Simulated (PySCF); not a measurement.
ClH3O2Si. Atoms are numbered in the order given.

```xyz
7

Si     0.1562    -0.2814     0.4843
O     -0.8558    -1.5637     0.3402
O     -0.5697     0.8837     1.3990
Cl     0.5849     0.5741    -1.3551
H      1.4136    -0.8020     1.0510
H     -1.7709    -1.3781     0.1066
H     -0.3687     1.7998     1.1866
```
Charge 0, spin multiplicity 1.

Geometry optimised at PBE0-D3(BJ)/def2-SVP. The values are those of a single conformer.

Computed with r2SCAN/def2-TZVPD run with PySCF.

Mulliken values depend strongly on the basis, most of all with diffuse functions as here. ESP charges are fitted to the potential on shells at 1.4 to 2.0 van der Waals radii. Atomic charges (e):

```tsv
atom	ESP fit	Mulliken	IAO
Si1	0.50	0.69	___
O2	-0.54	-0.44	-0.80
O3	-0.54	-0.46	-0.81
Cl4	-0.20	-0.33	-0.35
H5	-0.01	-0.06	___
H6	0.41	0.30	___
H7	0.38	0.31	___
```

Problem. Complete the blanks. (An estimate is asked for; the answer gives what the named calculation found.)

Solution. 
- Si1, IAO: 1.35
- H5, IAO: -0.16
- H6, IAO: 0.38
- H7, IAO: 0.39
